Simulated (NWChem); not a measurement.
Species: InCl2 cation; SMILES [Cl][In+][Cl]

def2 effective core potentials on In; no spin-orbit coupling.

### Question
Give the equilibrium geometry at PBE0/def2-SVP with def2 effective core potentials on In (NWChem) as a list of bonds and angles, with the point group.

### Answer
point group D*h; any orientation.
Bond lengths (Å): In1–Cl2 2.245, In1–Cl3 2.245. Bond angles (°): Cl2–In1–Cl3 180.0.
